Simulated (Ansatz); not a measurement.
Mulliken charges of FGeHO, SMILES `[OH][Ge][F]` from ωB97M-V/def2-TZVPP in Ansatz (PBE0-D4/def2-TZVP geometry).

| atom | x (Å) | y (Å) | z (Å) | charge (e) |
| --- | --- | --- | --- | --- |
| O1 | -0.820 | 0.539 | -0.381 | -0.416 |
| Ge2 | -0.390 | -0.693 | 0.816 | 0.643 |
| F3 | 1.337 | -0.759 | 0.448 | -0.403 |
| H4 | -0.072 | 0.852 | -0.903 | 0.177 |

Question: By hand: the dipole of these point charges (1 e Å = 4.8032 D).

Answer: Σ q r = (-0.461, -0.213, 0.343) e Å, of length 0.613 e Å = 2.94 D.

Question: How does the dipole of the full density compare? (Best estimate.)

Answer: Ansatz gave: (-0.125, -0.031, 0.064) e Å, 0.69 D; the point charges give 4.26 times that, at 12° from its direction.

Point charges leave out the atoms' own dipoles, such as those of lone pairs, and Mulliken's split depends on the basis, so the two needn't agree.
